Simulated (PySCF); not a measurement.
**Electron correlation in Cr³⁺ (chromium, charge +3)**

[Ar] 3d3, high-spin 4F determinant. Calculation: PySCF 2.14, in x2c-TZVPPall; the spin-free X2C one-electron Hamiltonian (Gaussian nucleus). Frozen: [Ar]; 3 electrons correlated.

| level | correlation energy (mhartree) |
| --- | --- |
| CCSD | -18.20 |
| (T) | -0.05 |
| CCSD(T) | -18.25 |

Diagnostics: T1 = 0.0017, D1 = 0.0024, largest double amplitude 0.015.

Cost of the coupled-cluster step: about 2.2 core-seconds, for 3 correlated electrons.

Iterations:

```
CC2 = 0
CCSD nocc = (np.int64(3), np.int64(0)), nmo = (55, 55)
frozen orbitals [[0, 1, 2, 3, 4, 5, 6, 7, 8], [0, 1, 2, 3, 4, 5, 6, 7, 8]]
max_cycle = 100
direct = 0
conv_tol = 1e-08
conv_tol_normt = 1e-06
diis_space = 8
diis_start_cycle = 0
Init t2, MP2 energy = -0.0156756040406008
Init E_corr(UCCSD) = -0.0156756040406239
cycle = 1  E_corr(UCCSD) = -0.0177812409660202  dE = -0.00210563693  norm(t1,t2) = 0.0083295
cycle = 2  E_corr(UCCSD) = -0.0181131466939243  dE = -0.000331905728  norm(t1,t2) = 0.00226589
cycle = 3  E_corr(UCCSD) = -0.0182109817511797  dE = -9.78350573e-05  norm(t1,t2) = 0.000885208
cycle = 4  E_corr(UCCSD) = -0.0182020192048582  dE = 8.96254632e-06  norm(t1,t2) = 0.000209173
cycle = 5  E_corr(UCCSD) = -0.0182037815859095  dE = -1.76238105e-06  norm(t1,t2) = 2.5e-05
cycle = 6  E_corr(UCCSD) = -0.0182037446620184  dE = 3.69238911e-08  norm(t1,t2) = 2.12805e-06
cycle = 7  E_corr(UCCSD) = -0.0182037444673979  dE = 1.94620486e-10  norm(t1,t2) = 4.17693e-07
UCCSD converged
E(UCCSD) = -1047.798907408675  E_corr = -0.01820374446739789
UCCSD(T) correction = -4.87586547374882e-05
```
